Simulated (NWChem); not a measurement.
Program: NWChem. System: F₄Te, charge 1, spin multiplicity 2, at the geometry of a parent with another charge or spin, in a state set for the comparison that need not be this species' ground state. Its SCF solution wasn't tested for a lower state. Level: UPBE/x2c-SVPall-2c, scalar ZORA.

Job file:

```
start mol
memory heap 200 mb stack 900 mb global 1100 mb
charge 1
geometry units angstroms nocenter noautoz noautosym
  Te     0.000000     0.000000     0.295737
  F     -1.959087     0.000000     0.088535
  F      0.000000     1.469102    -0.942885
  F      1.959087     0.000000     0.088535
  F      0.000000    -1.469102    -0.942885
end
basis spherical
  * library x2c-svpall-2c
end
relativistic
  zora on
end
dft
  xc xpbe96 cpbe96
  odft
  mult 2
  semidirect memsize 60000000 filesize 0
  iterations 100
  grid fine
end
task dft energy
```

Output (cleaned and shortened):

```
             Northwest Computational Chemistry Package (NWChem) 7.3.0
             --------------------------------------------------------

                                NWChem Input Module
                                -------------------

 Scaling coordinates for geometry "geometry" by  1.889725989
 (inverse scale =  0.529177249)

                             Geometry "geometry" -> ""
                             -------------------------

 Output coordinates in angstroms (scale by  1.889725989 to convert to a.u.)

  No.       Tag          Charge          X              Y              Z
 ---- ---------------- ---------- -------------- -------------- --------------
    1 Te                  52.0000     0.00000000     0.00000000     0.29573700
    2 F                    9.0000    -1.95908700     0.00000000     0.08853500
    3 F                    9.0000     0.00000000     1.46910200    -0.94288500
    4 F                    9.0000     1.95908700     0.00000000     0.08853500
    5 F                    9.0000     0.00000000    -1.46910200    -0.94288500

 Effective nuclear repulsion energy (a.u.)     599.2419884579

            Nuclear Dipole moment (a.u.)
            ----------------------------
        X                 Y               Z
 ---------------- ---------------- ----------------
     0.0000000000     0.0000000000     0.0000453534


 Summary of "ao basis" -> "" (spherical)
 ------------------------------------------------------------------------------
       Tag                 Description            Shells   Functions and Types
 ---------------- ------------------------------  ------  ---------------------
 *                       x2c-svpall-2c                on all atoms

  pbe96 is a nonlocal functional; adding pw91lda local functional.

                                 NWChem DFT Module
                                 -----------------

 Summary of "ao basis" -> "ao basis" (spherical)
 ------------------------------------------------------------------------------
       Tag                 Description            Shells   Functions and Types
 ---------------- ------------------------------  ------  ---------------------
[...]
 overlap   1.000  1.000  1.000  1.000  1.000  1.000  1.000  1.000  1.000  0.999

   alpha     11     12     13     14     15     16     17     18     19     20
    beta     11     12     13     15     14     16     18     17     19     20
 overlap   0.999  1.000  1.000  0.974  1.000  1.000  0.974  1.000  1.000  1.000

   alpha     21     22     23     24     25     26     27     28     29     30
    beta     21     22     23     24     25     27     26     28     29     30
 overlap   1.000  1.000  1.000  1.000  1.000  1.000  1.000  0.987  1.000  1.000

   alpha     31     32     33     34     35     36     37     38     39     40
    beta     31     32     33     34     35     38     37     36     39     40
 overlap   0.987  0.999  0.988  1.000  0.989  0.978  0.965  0.997  0.948  0.958

   alpha     41     42     43     44     45     46     47     48     49     50
    beta     41     44     42     43     45     46     47     48     49     51
 overlap   0.948  0.943  0.990  0.997  1.000  1.000  0.999  1.000  1.000  1.000

   alpha     51     52     53     54     55     56     57     58     59     60
    beta     50     52     54     53     55     56     58     57     59     61
 overlap   1.000  1.000  1.000  1.000  1.000  1.000  0.988  1.000  1.000  0.996

   alpha     61     62     63     64     65     66     67     68     69     70
    beta     60     62     63     64     65     66     67     68     69     70
 overlap   1.000  0.999  0.987  0.995  1.000  1.000  0.999  0.999  1.000  0.999

   alpha     71     72     73     74     75     76     77     78     79     80
    beta     71     72     75     74     73     76     77     79     78     80
 overlap   1.000  1.000  0.911  0.896  0.969  0.909  0.844  0.903  0.908  0.964

   alpha     81     82     83     84     85     86     87     88     89     90
    beta     81     82     84     83     85     86     87     88     89     90
 overlap   0.912  0.998  0.987  0.981  0.977  0.979  0.998  0.999  0.996  0.997

   alpha     91     92     93     94     95     96     97     98     99    100
    beta     91     92     93     94     95     96     97     98     99    100
 overlap   1.000  0.998  1.000  1.000  1.000  1.000  1.000  1.000  1.000  1.000

   alpha    101    102    103    104    105    106
    beta    101    102    103    104    105    106
 overlap   1.000  1.000  1.000  1.000  1.000  1.000

     --------------------------
     Expectation value of S2:
     --------------------------
      <S2> =      0.7534 (Exact =     0.7500)

 center of mass
 --------------
 x =   0.00000000 y =   0.00000000 z =   0.05466019

 moments of inertia (a.u.)
 ------------------
         454.505899566067           0.000000000000           0.000000000000
           0.000000000000         682.431042918262           0.000000000000
           0.000000000000           0.000000000000         813.629682900790

     Multipole analysis of the density
     ---------------------------------

     L   x y z        total         alpha         beta         nuclear
     -   - - -        -----         -----         ----         -------
     0   0 0 0      1.000000    -44.000000    -43.000000     88.000000

     1   1 0 0     -0.000013     -0.000054      0.000041      0.000000
     1   0 1 0      0.000099      0.000046      0.000053      0.000000
     1   0 0 1      1.288514      0.499187      0.789281      0.000045

     2   2 0 0    -31.622852   -144.012938   -134.314726    246.704813
     2   1 1 0      0.000000      0.000000      0.000000      0.000000
     2   1 0 1     -0.000010     -0.000006     -0.000004      0.000000
     2   0 2 0    -30.999820    -85.658752    -84.072247    138.731179
     2   0 1 1     -0.000221     -0.000097     -0.000123      0.000000
     2   0 0 2    -29.042617    -52.547893    -50.385792     73.891069

 Task  times  cpu:       61.5s     wall:       61.5s

 Total times  cpu:       61.6s     wall:       61.6s
```
